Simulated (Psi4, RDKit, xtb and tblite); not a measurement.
Torsional profile of C2H8OSi2, SMILES O=C[SiH2]C[SiH3]. Scanned: dihedral O1–C2–Si3–C4 and dihedral C2–Si3–C4–Si5; all other coordinates were relaxed at GFN2-xTB. Points at φ and −φ are mirror images. Heavy atoms are numbered in the order of the SMILES O=C[SiH2]C[SiH3], hydrogens after them in the order of the atoms that carry them; the mirror image has the same energies with the sign of each dihedral reversed.

Levels: GFN2-xTB (xtb and tblite); MMFF94 // GFN2-xTB (RDKit); PBE/def2-SVP // GFN2-xTB (Psi4); PBE-D3(BJ)/def2-SVP // GFN2-xTB (Psi4); UFF // GFN2-xTB (RDKit).

Energies in kcal/mol at chosen points (x: dihedral O1–C2–Si3–C4 (°); y: dihedral C2–Si3–C4–Si5 (°)), relative to x = -60, y = -60:

```csv
method,"(-120, 30)","(30, 60)","(90, 0)","(150, -30)","(30, 180)","(60, 150)","(-60, 60)"
GFN2-xTB,0.4,-0.3,1.0,0.7,0.2,0.9,-0.3
MMFF94,3.1,-0.2,4.2,4.3,0.5,1.9,0.5
PBE/def2-SVP,1.4,-0.5,2.0,1.5,-0.8,0.6,-0.2
PBE-D3(BJ)/def2-SVP,1.3,-0.6,1.9,1.5,-0.5,0.9,-0.3
UFF,2.9,1.2,4.1,3.3,1.4,1.3,0.2
```

MMFF94 has few fitted parameters for silicon.
